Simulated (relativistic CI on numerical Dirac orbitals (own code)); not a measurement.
# One change at a time: Cs L

Base calculation: Dirac-Coulomb-Breit CI, orbitals from a KLI potential per configuration, model QED, unscaled Slater integrals.

CI space (outside the closed core 1s2): 2s²2p², 2s2p³, 2p⁴, 2p³3s, 2p³3p, 2p³3d, 2s²2p3s, 2s²2p3p, 2s²2p3d, 2s2p²3s, 2s2p²3p, 2s2p²3d, 2s²2p4s, 2s²2p4p, 2s²2p4d, 2s²2p4f. Levels of other configurations are missing.

Variants: (1) only the first 3 configurations. Shifts of the energy above 2s²2p² ³P0, in eV, for the lowest level and the first level of each name with at least 55 % of one term (blank where a level changes its place among those of its configuration and J or its character, or is not in the variant):

| Level | Base | Δ(1) |
| --- | --- | --- |
| 2s²2p² ³P0 | 0.00 | 0.00 |
| 2s²2p² ³P1 | 361.78 | +0.11 |
| 2s²2p² ¹D2 | 377.87 | +0.12 |
| 2s²2p² ³P2 | 752.57 | +0.12 |
| 2s²2p² ¹S0 | 794.21 | -0.29 |
| 2s2p³ ³D°3 | 933.59 | +0.03 |
| 2s2p³ ³P°0 | 972.10 | -0.21 |
| 2s2p³ ¹D°2 | 998.14 | +0.42 |
| 2p⁴ ³P2 | 1203.74 | +0.21 |
| 2p⁴ ¹S0 | 1249.37 | +0.24 |
| 2p⁴ ³P1 | 1575.11 | +0.10 |
| 2p⁴ ¹D2 | 1592.07 | +0.32 |
| 2p⁴ ³P0 | 1986.47 | +0.19 |
| 2s²2p3s ³P°0 | 5252.06 |  |

At this charge energies of transitions that change n are usually good to better than 1 %, and those within a shell (Δn = 0) to a few per cent.

Ionisation energy from the two ground configurations alone: base 9349.96 eV. The NIST ASD value (theoretical) is 9350 eV.

LS names give the leading component of a level, which can be under half, so a name can repeat, a term be missing and a line seem to break the LS rules.
